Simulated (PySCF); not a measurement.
Compound: C8H9N.
SMILES: `N#C[C@@]12C=C[C@@H](CC1)C2`

Vertical excitations from PySCF (density fitting, frozen core in the response, grid level 2 and gas phase unless stated; continuum runs use non-equilibrium linear response for the excitations) on a GFN2-xTB geometry. Reference run:

```tsv
settings	S1, eV (f)	S2, eV (f)	S3, eV (f)	S4, eV (f)	S5, eV (f)	S6, eV (f)	T1, eV (Tamm–Dancoff)	mean α (au)
HF/6-31G-J, start guess atom, CIS, 25 singlets	7.57 (0.002)	7.71 (0.238)	8.06 (0.003)	8.12 (0.052)	9.27 (0.014)	9.80 (0.001)	3.49	72.9
```

Q: What do these settings give: PBE0/IGLO-II, IEF-PCM methanol, energy threshold 1e-11 Eh, full TDDFT, 25 singlets?

A: 
```tsv
settings	S1, eV (f)	S2, eV (f)	S3, eV (f)	S4, eV (f)	S5, eV (f)	S6, eV (f)	T1, eV (Tamm–Dancoff)	mean α (au)
PBE0/IGLO-II, IEF-PCM methanol, energy threshold 1e-11 Eh, full TDDFT, 25 singlets	6.59 (0.104)	6.89 (0.010)	7.23 (0.054)	7.38 (0.013)	7.58 (0.047)	7.77 (0.006)	4.19	112.7
```

S1 moves by -0.98 eV; functional, basis, environment and response scheme change together, so the shift can't be laid on one. States are counted by energy in each run and needn't keep their character from row to row.

Q: Give the leading configurations of S1 (H = HOMO, L = LUMO) and the HOMO–LUMO gap of each run.

A: 
```csv
settings,S1 configurations (weight),S1 (eV),orbital gap (eV),S1 − gap (eV)
"HF/6-31G-J, start guess atom, CIS, 25 singlets","H−2→L+1 0.26, H−1→L+2 0.17, H−2→L+3 0.08",7.57,14.05,-6.48
"PBE0/IGLO-II, IEF-PCM methanol, energy threshold 1e-11 Eh, full TDDFT, 25 singlets",H→L 0.88,6.59,7.37,-0.78
```

Geometry: GFN2-xTB; no vibrations or thermal averaging.
